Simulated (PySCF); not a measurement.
Magnetisability: SMILES [H]/N=C1\CC[C@@H]1C1CC1, C₇H₁₁N

Geometry:
```tsv
atom	x (Å)	y (Å)	z (Å)
N1	-0.880	0.484	2.254
C2	-1.115	0.354	1.034
C3	-2.312	0.051	0.158
C4	-1.374	0.072	-1.062
C5	-0.180	0.434	-0.148
C6	0.973	-0.535	-0.130
C7	2.290	-0.117	0.449
C8	2.150	-0.305	-1.031
H9	-1.684	0.374	2.870
H10	-2.792	-0.905	0.367
H11	-3.073	0.831	0.170
H12	-1.263	-0.894	-1.551
H13	-1.616	0.822	-1.812
H14	0.198	1.447	-0.303
H15	0.670	-1.562	0.034
H16	2.855	-0.845	1.010
H17	2.376	0.887	0.831
H18	2.621	-1.160	-1.492
H19	2.145	0.575	-1.656
```

Computed, not measured: PySCF 2.14.0, GIAO KT3/pcSseg-1 magnetisability, rotational g tensor and spin-rotation constants, non-relativistic, gas phase. Geometry: GFN2-xTB.

(1) What are the magnetisability and the molar susceptibility?

(2) Split it along the inertial axes a, b, c into diamagnetic and paramagnetic parts about the centre of mass, with the quadrupole moment.

(3) And the rotational g tensor?

## Answers

(1) Isotropic -1264 × 10⁻³⁰ J/T², or -76.1 × 10⁻⁶ cm³/mol; principal values -1389, -1254, -1149 × 10⁻³⁰ J/T², anisotropy 208 × 10⁻³⁰ J/T² (root of half the summed squared differences of the principal values). The susceptibility is in cgs units.

(2) 
```csv
axis,χ (10⁻⁶ cm³/mol),diamagnetic (10⁻⁶ cm³/mol),paramagnetic (10⁻⁶ cm³/mol),summed x² of all electrons (Å²),quadrupole Θ (D Å)
a,-76.0,-442.4,366.4,190.0,+4.69
b,-70.9,-903.3,832.3,81.4,-6.77
c,-81.4,-1151.3,1069.9,22.9,+2.08
```
Anisotropies 2χaa − χbb − χcc = +0.3 and 2χbb − χaa − χcc = +15.6 × 10⁻⁶ cm³/mol. Θ is traceless in Buckingham's convention.

(3) 
| axis | rotational constant (GHz) | g | nuclear part | electronic part |
| --- | --- | --- | --- | --- |
| a | 3.7478 | -0.0223 | 0.6228 | -0.6451 |
| b | 1.5486 | -0.0080 | 0.5975 | -0.6056 |
| c | 1.1757 | -0.0032 | 0.5877 | -0.5909 |

Asymmetric top; isotopes 12C, 1H, 14N; no vibrational averaging.
